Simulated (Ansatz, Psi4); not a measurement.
Here is a job for Psi4.
```
memory 2 GB

molecule {
0 1
Al   -0.00000000   -0.00000000   -0.00000000
H     0.64279377   -0.45514932    1.33855567
H    -0.27575805    1.50677855   -0.25622634
H    -0.36703572   -1.05162922   -1.08232933
}

set {
  basis def2-tzvp
  scf_type pk
  puream true
  d_convergence 1e-8
  dft_radial_points 99
  dft_spherical_points 590
}

energy('bhhlyp')
print_variables()
```

Q: Give the equivalent Ansatz (an electronic-structure program) input.

A: Several could match; the one computed here: 
Ansatz 0.2 input:
```yaml
crystal:
  periodic: [false, false, false]
  atoms:
    - {symbol: Al, position_ang: [-0.00000000, -0.00000000, -0.00000000]}
    - {symbol: H, position_ang: [0.64279377, -0.45514932, 1.33855567]}
    - {symbol: H, position_ang: [-0.27575805, 1.50677855, -0.25622634]}
    - {symbol: H, position_ang: [-0.36703572, -1.05162922, -1.08232933]}
basis:
  gaussian:
    orbitals: def2-TZVP
hamiltonian:
  xc: {name: BHLYP}
accuracy: high
```

Both were run: Psi4 gave -244.203032 Eh and Ansatz -244.203032 Eh, 0.000 mEh apart.
